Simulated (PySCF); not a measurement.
Computed shifts of a molecule C2H9FSi3, PySCF with KT2/pcSseg-1, GIAO, gas phase, atoms alike by connectivity averaged where their shifts nearly agree, in ppm (number of nuclei): ¹⁹F: -254.8 (1). ²⁹Si: 42.4 (1), -29.7 (1), -69.8 (1). ¹³C: 1.9 (1), -10.4 (1). ¹H: 6.38 (1), 5.08 (1), 4.59 (1), 4.29 (2), 0.95 (1), 0.74 (1), -0.08 (1), -0.26 (1). References: ¹⁹F against CFCl3 (σ = 127.1 ppm); ²⁹Si against TMS (σ = 361.9 ppm); ¹³C against TMS (σ = 185.1 ppm); ¹H against TMS (σ = 31.47 ppm), references at their B3LYP-D3(BJ)/def2-TZVP geometries, non-relativistic. Coordinates come from a B3LYP-D3(BJ)/def2-SVP optimisation. One conformer was computed; it need not be the lowest.

Q: Identify the compound among the candidates.
A. F[Si@@]1([SiH3])CC[SiH2]1
B. F[SiH]1[SiH2]CC[SiH2]1
C. F[Si@H]1C[SiH2]C[SiH2]1
D. F[Si]1([SiH3])C[SiH2]C1

A: C, F[Si@H]1C[SiH2]C[SiH2]1
